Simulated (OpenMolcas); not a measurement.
Ti3+ among 4 point charges of -1.5 e arranged as a tetrahedron (Td).

* Program: OpenMolcas 26.06
* Method: CASSCF
* Basis: ANO-RCC-VDZP [5s4p2d1f]
* Scalar Hamiltonian: DKH2, point nucleus
* Active space: 1 electron in 5 orbitals (3d)
* State averaging: 2S+1 = 2 even, 5 roots
* Spin-orbit coupling: RASSI with atomic mean-field integrals over the reference wave functions

All point charges move together. At R = 1.78 Å |10Dq| is 3409 cm-1, and at R = 1.96 Å it is 2306 cm-1.

Question: A third run gives 4296 cm-1. What distance was it run at?

Answer: With a power law R^-n the two known points give n = -ln(2306 / 3409) / ln(1.96 / 1.78) = 4.06. Then R = 1.78 × (3409 / 4296)^(1/4.06) = 1.681 Å. The run was at 1.67 Å, so the estimate is off by +0.011 Å.

An orbital doublet at a regular site is open to a Jahn-Teller distortion, which this geometry leaves out. The ground term spreads over less than 5000 cm-1, several times less than with real ligands, so orbital moments are less quenched and χT lies further from the spin-only value than at real sites. Point charges carry no covalency, so the field is a model and not that of real ligands. No measured value stands beside these numbers.
